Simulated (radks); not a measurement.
Spherical quantum dot in the effective-mass picture: electrons in a parabolic well V = omega^2 r^2 / 2 with omega = 0.108, with a point charge +1 (a donor) at the centre, all in effective atomic units (hartree* = m*/eps^2 hartree, bohr* = eps/m* bohr), one dielectric constant everywhere. Method: non-relativistic Kohn-Sham, LDA (Slater exchange, Perdew-Wang correlation), spin-polarised, spherical densities; computed with a radial shooting solver with Libxc functionals. Levels are named by radial order and angular momentum (1s, 1p, 1d, 2s, ...), and open shells are averaged over m. Results are scaled to m* = 0.039 and eps = 13.8, for which hartree* = 5.573 meV and bohr* = 18.72 nm. Each electron was tried in the lowest free levels, single moves between levels near the top were tried too, and the lowest total energy was kept; such a search can miss a lower state. At N = 1 the Hartree and exchange-correlation terms need not cancel, so that row can carry a self-interaction error.

N                         open shells  2S   E (meV)  mu = E(N) - E(N-1) (meV)  addition energy mu(N+1) - mu(N) (meV)  e(HOMO) (meV)  rms radius (nm)
1                    1s(up 1, down 0)   1  -2.56512                   -2.5651                                  2.747        -1.3405            32.29
2                                none   0  -2.38294                   0.18218                                  2.316        0.95712            44.95
3                    1p(up 1, down 0)   1  0.115032                    2.4980                                 0.7663         2.8778            69.58
4                    1p(up 2, down 0)   2   3.37929                    3.2643                                 0.7544         3.6468            83.16
5                    1p(up 3, down 0)   3   7.39794                    4.0187                                 0.7731         4.3846            93.14
6   1p(up 3, down 0) 2s(up 1, down 0)   4   12.1897                    4.7917                                 0.7849         5.1276            102.3
7   1p(up 3, down 1) 2s(up 1, down 0)   3   17.7663                    5.5766                                 0.6174         5.8863            109.5
8   1p(up 3, down 2) 2s(up 1, down 0)   2   23.9603                    6.1940                                 0.6075         6.5000            115.8
9                    2s(up 1, down 0)   1   30.7619                    6.8015                                 0.6381         7.1007            121.4
10                               none   0   38.2015                    7.4396                                 0.7651         7.7410            127.0
11                   1d(up 1, down 0)   1   46.4062                    8.2047                                 0.5393         8.4760            132.3
12                   1d(up 2, down 0)   2   55.1502                    8.7440                                 0.5294         9.0104            137.1
13                   1d(up 3, down 0)   3   64.4236                    9.2734                                 0.5196         9.5348            141.5
14                   1d(up 4, down 0)   4   74.2167                    9.7930                                 0.5102         10.050            145.6
15                   1d(up 5, down 0)   5   84.5199                    10.303                                 0.5901         10.555            149.5
16                   1d(up 5, down 1)   4   95.4132                    10.893                                 0.4820         11.135            153.3
17                   1d(up 5, down 2)   3   106.789                    11.375                                 0.4758         11.614            156.8
18                   1d(up 5, down 3)   2   118.640                    11.851                                 0.4694         12.087            160.2
19                   1d(up 5, down 4)   1   130.960                    12.321                                 0.4630         12.553            163.4
20                               none   0   143.744                    12.784                                 0.6591         13.013            166.5
21                   1f(up 1, down 0)   1   157.186                    13.443                                 0.4403         13.664            169.7
22                   1f(up 2, down 0)   2   171.069                    13.883                                 0.4354         14.101            172.7
23                   1f(up 3, down 0)   3   185.388                    14.318                                 0.4306         14.534            175.6
24                   1f(up 4, down 0)   4   200.137                    14.749                                 0.4259         14.963            178.4
25                   1f(up 5, down 0)   5   215.311                    15.175                                 0.4213         15.386            181.1
26                   1f(up 6, down 0)   6   230.907                    15.596                                 0.4168         15.805            183.7
27                   1f(up 7, down 0)   7   246.920                    16.013                                 0.4861         16.220            186.3
28                   1f(up 7, down 1)   6   263.419                    16.499                                 0.4033         16.701            188.8
29                   1f(up 7, down 2)   5   280.321                    16.902                                      -         17.103            191.2

All shells are closed at N = 2, 10, 20 (there: 1s2 1p6 1d10 2s2); the second difference of the energy has clear peaks (12 % above both neighbours; the first and last values, which can be the largest, are not judged, and half-filled shells can peak too) at N = 10, 15, 20, 27.
